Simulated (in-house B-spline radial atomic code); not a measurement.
Configurations of the bromine ion Br³⁺, with energies counted from [Ar] 3d10 4s2 4p2. Computed with an all-electron radial atomic-structure program (B-spline basis): non-relativistic BLYP, spin-polarised, spherical fractional occupations, point nucleus. Shells without spins written out take the highest spin.

Occupations are held fixed; configurations that lie above the ionisation limit could autoionise.

```tsv
configuration	E - E(ref) (eV)	highest orbital	its <r> (bohr)
[Ar] 3d10 4s2 4p(1 up, 1 down)	1.1003	4p up	1.776
[Ar] 3d10 4s1 4p2 4d1	30.022	4d up	2.325
[Ar] 3d10 4s2 4p(1 up, 0 down) 5d(0 up, 1 down)	31.95	5d down	4.982
[Ar] 3d10 4s2 4p(1 up, 0 down) 4f(0 up, 1 down)	32.04	4f down	3.995
[Ar] 3d10 4s1 4p2 4f1	43.324	4f up	3.8
[Ar] 3d10 4s1 4p2 5f1	48.312	5f up	6.805
[Ar] 3d9 4s2 4p2 5s1	94.738	5s up	3.306
```

(1) Order these further configurations by energy, lowest first.
A. [Ar] 3d(5 up, 4 down) 4s2 4p(2 up, 0 down) 5p(0 up, 1 down)
B. [Ar] 3d10 4s2 4p1 5s1
C. [Ar] 3d9 4s2 4p2 4d1
D. [Ne] 3s2 3p(2 up, 3 down) 3d10 4s2 4p(1 up, 1 down) 5p(1 up, 0 down)
E. [Ar] 3d9 4s2 4p3

(2) How far above the reference does [Ar] 3d9 4s2 4p2 4f1 lie?

(3) How far above the reference does [Ne] 3s2 3p5 3d10 4s2 4p2 4f1 lie?

(4) How far above the reference does [Ar] 3d9 4s2 4p2 5f1 lie?

## Answers

(1) B (21.856 eV), E (70.31 eV), C (90.925 eV), A (99.174 eV), D (203.86 eV).

(2) 105.16 eV; its least bound orbital is 4f up with <r> = 3.736 bohr.

(3) 208.63 eV; its least bound orbital is 4f up with <r> = 3.735 bohr.

(4) 110.23 eV; its least bound orbital is 5f up with <r> = 6.724 bohr.
